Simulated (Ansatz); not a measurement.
System: C$_{6}$H$_{11}$ (charge -1, singlet). It need not be the lowest isomer of its formula. Whether it binds its extra electron was not tested at this geometry. 
Geometry from a B3LYP-D3(BJ)/def2-TZVP (Ansatz, a quantum-chemistry and plane-wave program) optimisation:
SMILES: [CH-](CC)C(C)=C
```xyz
17

C      2.3011    -0.6725    -0.5441
C      1.2432     0.4080    -0.8805
C      0.3132     0.7766     0.2291
C     -0.9325     0.1992     0.4799
C     -1.7759     0.4417     1.5591
C     -1.4583    -0.8035    -0.5399
H      2.9071    -0.3530     0.3090
H      2.9782    -0.8760    -1.3909
H      1.8118    -1.6081    -0.2604
H      0.6908     0.0537    -1.7615
H      1.8014     1.2932    -1.2306
H      0.7013     1.4817     0.9625
H     -2.7462    -0.0337     1.6307
H     -1.5039     1.1403     2.3442
H     -2.4617    -1.1365    -0.2683
H     -0.8162    -1.6886    -0.6107
H     -1.5074    -0.3696    -1.5447
```
Charge -1, spin multiplicity 1.

Basis-set convergence of Hartree-Fock and MP2 correlation energies (hartree) with Ansatz. Cores are frozen in the correlated levels unless marked. Spin-orbit coupling is left out. Non-relativistic. This anion needs diffuse functions, which these sets lack.

```json
[
 {"basis": "cc-pVDZ", "functions": "139", "E(HF)": "-233.52832", "E(corr, MP2)": "-0.86409"},
 {"basis": "cc-pVTZ", "functions": "334", "E(HF)": "-233.59827", "E(corr, MP2)": "-1.05654"},
 {"basis": "cc-pVQZ", "functions": "660", "E(HF)": "___", "E(corr, MP2)": "___"}
]
```

**Question.** Complete the blanks.

**Answer.** 
- cc-pVQZ, E(HF): -233.61606
- cc-pVQZ, E(corr, MP2): -1.12209
